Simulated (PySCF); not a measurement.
C2H3ClF2Si2, SMILES F[SiH](C#C[SiH2]Cl)F (PBE0/def2-SVP optimised geometry):

```
10

Si    -2.398    -0.405     0.000
F     -2.917    -1.084     1.363
F     -2.916     1.118     0.000
C     -0.577    -0.405     0.000
C      0.646    -0.433    -0.042
Si     2.483    -0.447    -0.058
Cl     3.135    -1.506    -1.702
H     -2.974    -1.118    -1.154
H      2.974     0.952    -0.154
H      2.968    -1.116     1.176
```

Calculation: PBE0/def2-TZVP in PySCF.

### Question
What are the frontier orbital energies and the dipole moment?

### Answer
HOMO-2 -9.49 eV, HOMO-1 -9.05 eV, HOMO -8.95 eV, LUMO -1.76 eV, LUMO+1 -1.54 eV; dipole moment 1.14 D.

On the same geometry PySCF with PBE/def2-TZVP gives HOMO-2 -8.11 eV, HOMO-1 -7.82 eV, HOMO -7.70 eV, LUMO -2.62 eV, LUMO+1 -2.41 eV; dipole moment 1.10 D.

Meta-Löwdin charges at PBE0/def2-TZVP: Si1 1.35, F2 -0.49, F3 -0.49, C4 -0.30, C5 -0.24, Si6 0.70, Cl7 -0.28, H8 -0.11, H9 -0.08, H10 -0.08.
